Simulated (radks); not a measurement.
Q: Isoelectronic series with 20 electrons, each ion in its NIST ground configuration. Calculated with a radial shooting solver on a logarithmic mesh with Libxc functionals: scalar-relativistic Kohn-Sham, r2SCAN, spin-unpolarised, spherical densities, finite nucleus; meta-GGA in the generalised Kohn-Sham scheme; Fermi nuclear charge, rms radius of each element as measured or else 0.836 A^(1/3) + 0.57 fm. Total energies (hartree) and orbital eigenvalues (eV):

| ion | configuration | E (hartree) | 3d | 3p | 3s | 2p |
|---|---|---|---|---|---|---|
| Sm42+ | [Ar] 3d2 | -8961.3034 | -3175.755 | -3469.898 | -3724.648 | -9209.910 |
| Gd44+ | [Ar] 3d2 | -9618.8595 | -3463.214 | -3777.443 | -4057.186 | -9957.801 |
| Tb45+ | [Ar] 3d2 | -9957.6908 | -3611.615 | -3936.345 | -4229.517 | -10343.44 |
| Dy46+ | [Ar] 3d2 | -10303.1993 | -3763.137 | -4098.689 | -4405.911 | -10736.94 |
| Ho47+ | [Ar] 3d2 | -10655.5985 | -3917.782 | -4264.490 | -4586.470 | -11138.31 |
| Er48+ | [Ar] 3d2 | -11014.8704 | -4075.556 | -4433.765 | -4771.212 | -11547.62 |
| Tm49+ | [Ar] 3d2 | -11381.1485 | -4236.462 | -4606.530 | -4960.212 | -11964.88 |

Estimate the row of Eu43+ ([Ar] 3d2).

A: E (hartree) -9286.7680; 3d -3317.929; 3p -3621.965; 3s -3888.917; 2p -9579.968.
